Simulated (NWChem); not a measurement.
System: C2H7FSn; SMILES [CH3][SnH]([CH3])[F]

The following NWChem deck was run.

```
start job
memory heap 200 mb stack 900 mb global 1100 mb
geometry units angstroms
  Sn     0.059441    -0.228919     0.000000
  C     -0.784905     0.565243    -1.799083
  C     -0.784905     0.565243     1.799083
  F      1.913877     0.385970     0.000000
  H      0.187400    -1.941326     0.000000
  H     -1.794366     0.158869    -1.958090
  H     -0.151652     0.295140    -2.655426
  H     -0.846020     1.660135    -1.728038
  H     -0.151652     0.295140     2.655426
  H     -1.794366     0.158869     1.958090
  H     -0.846020     1.660135     1.728038
end
basis spherical
  * library sto-3g
end
dft
  xc hfexch
  iterations 150
end
driver
  maxiter 120
end
task dft optimize
```

The level has its own optimisation.

Task: What results follow from this input? (Hartree-Fock/STO-3G, non-relativistic.) Quantities: r C–Sn (Å); r F–Sn (Å); r H–Sn (Å); r C–H (Å); dipole (D).

Result: 
```
Quantity    Result
----------  ------
r C–Sn (Å)   2.103
r F–Sn (Å)   1.894
r H–Sn (Å)   1.633
r C–H (Å)    1.082
dipole (D)    1.27
```
